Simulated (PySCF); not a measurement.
Start geometry of `S[SiH2]C(Cl)(Cl)Cl` from GFN2-xTB (Å):
```
atom  x, y, z in Å
S1     2.3068   -0.1777   -0.4059
Si2    0.5811    0.1977    0.8184
C3    -1.0203    0.0101   -0.2896
Cl4   -2.3992    0.2230    0.7404
Cl5   -1.0784   -1.6079   -1.0384
Cl6   -1.0424    1.2408   -1.5709
H7     1.6540   -0.6850   -1.4404
H8     0.4641   -0.8033    1.8530
H9     0.5922    1.5851    1.2997
```

Q: What comes out of this run: PBE0-D3(BJ)/def2-SVP geometry optimisation, gas phase in PySCF 2.14.0?

A: 
```
atom  x, y, z in Å
S1     1.6834   -0.0796   -0.4454
Si2   -0.0101    0.1632    0.8216
C3    -1.6012    0.4826   -0.2095
Cl4   -2.9503    0.6686    0.9407
Cl5   -1.8959   -0.9345   -1.2558
Cl6   -1.4329    1.9435   -1.1959
H7     1.1976   -1.1992   -1.0281
H8    -0.3044   -1.0464    1.6367
H9     0.2397    1.3680    1.6538
```

The energy falls by 15.8 kJ/mol over 9 energy and gradient evaluations, the largest force component goes from 0.0280 to 2.3e-04 Eh/bohr, and the atoms move by 0.298 Å rms after alignment. The bond that changes most is C3–Cl4 (CCl3 carbon to chlorine of a CCl3 group), which lengthens by 0.048 Å. Bonds longer at the end by more than 0.005 Å: 4 of 8; shorter: 3. Among the angles that change most is S1–Si2–H9, from 110.2° to 107.0°. Among the dihedrals that turn most is H7–S1–Si2–H9, from -129° to 179°. Rotational constants go from 1641, 852.7, 841.0 to 1635, 841.7, 837.6 MHz. The orientation of the end geometry is arbitrary; only internal coordinates are fixed.

The run used 119 basis functions and 61 SCF cycles in all. On an Arm Neoverse N1 with one thread, no GPU, on a shared host, this took 1.7 min wall and 0.52 GiB of memory at its peak.

Whether it is a minimum is left open (no frequencies). The numbers are those of one conformer.
